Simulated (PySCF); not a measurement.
# TDDFT excited states: C5H6ClFO2

Species: C5H6ClFO2.
SMILES: `CO[C@@H]1C[C@]1(F)C(=O)Cl`

The calculation used PySCF 2.14.0, density-fitted response routines, TDDFT PBE0/def2-SVPD, vertical, gas phase, core orbitals frozen in the response. The structure is a single GFN2-xTB conformer in the gas phase; no vibrational or solvent corrections. Torsions of this conformer, `[CH3:1][O:2][C@@H:3]1[CH2:4][C@:5]1([F:6])[C:7](=[O:8])[Cl:9]`: C1–O2–C3–C4 153°, C4–C5–C7–O8 -22°.

**Question.** List the vertical singlet excitations with oscillator strengths and describe the spectrum.

**Answer.** 

```tsv
state	λ (nm)	E (eV)	f	|μ| (D)	main configurations (H = HOMO, L = LUMO)
S1	249.1	4.98	0.021	1.06	H-1→L (52%), H→L (44%)
S2	220.0	5.63	0.131	2.47	H→L (54%), H-1→L (44%)
S3	197.3	6.28	0.0022	0.30	H-2→L (57%), H-3→L (28%), H-4→L (12%)
S4	186.1	6.66	0.012	0.69	H-3→L (43%), H-2→L (38%)
S5	184.2	6.73	0.0068	0.51	H-4→L (58%), H→L+1 (24%)
S6	177.9	6.97	0.0050	0.44	H→L+1 (64%), H-4→L (13%)
S7	172.6	7.18	0.050	1.35	H-5→L (87%)
S8	167.1	7.42	0.018	0.81	H→L+2 (93%)
```

Triplets, Tamm–Dancoff:

| state | E (eV) | λ (nm) | main configurations (H = HOMO, L = LUMO) |
| --- | --- | --- | --- |
| T1 | 4.41 | 280.8 | H→L (61%), H-1→L (33%) |
| T2 | 4.89 | 253.6 | H-1→L (57%), H→L (29%), H-3→L (10%) |
| T3 | 5.63 | 220.3 | H-3→L (50%), H-4→L (28%) |

The lowest singlet comes at 249 nm (480 kJ/mol) in the ultraviolet; it is weak; its leading configuration is HOMO-1→LUMO (52%). The strongest level in the table is S2 at 5.63 eV (220 nm, f = 0.131). Löwdin shares by element: HOMO oxygen 44%, carbon 26% or more (atoms not listed hold the other 30%); LUMO carbon 44% or more, oxygen 29% or more, chlorine 12% (atoms not listed hold the other 15%). Weighted by f, the mean energy of these states is 6.14 eV. Of the 8 states listed, 5 reach f = 0.01 and none stays under 0.0005. The oscillator strengths of these states sum to 0.246; summed over the whole spectrum of an exact calculation they would give the number of electrons, 78 (Thomas–Reiche–Kuhn). Singlets were solved by full linear response, triplets in the Tamm–Dancoff approximation.
